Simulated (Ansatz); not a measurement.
Ansatz results at the PBE0-D4/def2-TZVP geometry: HOMO–LUMO gap (B3LYP/def2-TZVPP) 6.55 eV; LUMO energy (B3LYP/def2-TZVPP) -0.51 eV; HOMO–LUMO gap (ωB97M-V/def2-TZVPP) 10.87 eV.

Q: Which molecule gave them?
A. `CCSS[SiH3]`
B. `[OH][SbH2]`
C. `FC1C[SiH2]S1`
D. `CC#COC=S`

A: C. The others give `[OH][SbH2]`: 5.82, -1.40, 10.07; `CC#COC=S`: 4.56, -2.32, 9.42; `CCSS[SiH3]`: 5.54, -1.01, 10.17.

B3LYP here is the variant with VWN-RPA as its local correlation; programs differ in this.
